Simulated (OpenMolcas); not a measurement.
MoCl4O: a line through the functionals

MoCl4O: 6 atoms, total charge 0, spin state singlet. As SMILES, `O=[Mo](Cl)(Cl)(Cl)Cl`. Geometry: relaxed at PBE0-D4/def2-TZVP.

The dipole moment y, in D, basis def2-SVP with a core potential; a is the functional's share of exact exchange. Programs: OpenMolcas 26.06.

```
functional     program     a  y (D)
    r2SCAN  OpenMolcas     0   0.93
    revPBE  OpenMolcas     0   0.82
     B3LYP  OpenMolcas   0.2      ?
      PBE0  OpenMolcas  0.25   0.97
     BHLYP  OpenMolcas   0.5   1.07
```

**Question.** Fit y = c + s·a to the known rows and predict B3LYP.

**Answer.** 
1. Means of the 4 rows: a = 0.1875, y = 0.948.
2. Σ(Δa)² = 0.17188, Σ(Δa·Δy) = 0.066875, so the slope is 0.066875/0.17188 = 0.38908.
3. Intercept: 0.948 − (0.38908) × 0.1875 = 0.875. The largest residual of the fit is 0.055.
4. B3LYP: 0.875 + (0.38908) × 0.2 = 0.95 D.

The run gave 0.86 D, so the prediction is off by +0.09 D, about the largest residual. More exact exchange makes the molecule more polar here. The rows mix families of semi-local functionals, which the line can't see.
